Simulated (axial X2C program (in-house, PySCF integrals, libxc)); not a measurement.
## Bond lengths and stretching modes, held linear, of NCuO⁺

Calculated with an axial X2C code built on PySCF integrals: two-component X2C with atomic mean-field Coulomb and Gaunt terms, Gaussian nuclei, basis N dyall-av3z, Cu dyall-v3z, O dyall-av3z with contracted cores. Spin-free rows use the one-electron spin-free X2C Hamiltonian.

Masses N 14.003, Cu 62.930, O 15.995 u. States: 2c Ω = 5/2 (beyond evenly filled blocks: ω = -1/2, 2 × ω = 3/2); spin-free M_S = 5/2, Λ = 0 (beyond evenly filled blocks: σα, 2 × π+α, 2 × π-α).

PBE0, 2c: energies above the lowest point

```csv
r(N–Cu) (Å),r(Cu–O) (Å),E (meV)
1.8554,1.7501,27.54
1.8554,1.7950,9.72
1.8554,1.8399,14.63
1.9030,1.7501,11.26
1.9030,1.7950,0.00
1.9030,1.8399,11.03
1.9030,1.8847,37.44
1.9506,1.7501,9.44
1.9506,1.7950,3.97
1.9506,1.8399,20.43
1.9982,1.7950,17.67
1.9982,1.8847,74.80
```

Q: Fit a quadratic surface with cubic terms in each bond: where is the minimum, and what are the two stretching wavenumbers?

A: At PBE0, 2c: bonds 1.913 and 1.791 Å; harmonic stretches 341.7 and 479.9 cm⁻¹; force constants 0.884, 1.79 and coupling 0.41 mdyn/Å.

The other levels and Hamiltonians give:

```csv
Hamiltonian,level,r(N–Cu) (Å),r(Cu–O) (Å),lower stretch (cm⁻¹),upper stretch (cm⁻¹)
2c,B3LYP,1.924,1.795,342.6,495.7
spin-free,PBE0,1.913,1.791,342.6,480.1
spin-free,HF,2.082,1.976,230.9,298.7
spin-free,B3LYP,1.923,1.795,343.5,495.9
spin-free,MP2,1.894,1.833,355.9,370.0
```

Each state is one determinant, the lowest of a limited PBE0 search; the stretches come from a fit to these few points and carry an uncertainty of a few per cent. Other orders of the atoms were not compared. Left out for rough or failed fits: HF 2c, MP2 2c. The levels spread by more than a fifth, so the stretches depend strongly on the method. MP2 freezes inner shells (threshold -2 hartree). The molecule was held linear; bending was not examined, so a bent shape may lie lower. Note: several unpaired electrons, one determinant need not be a pure state.
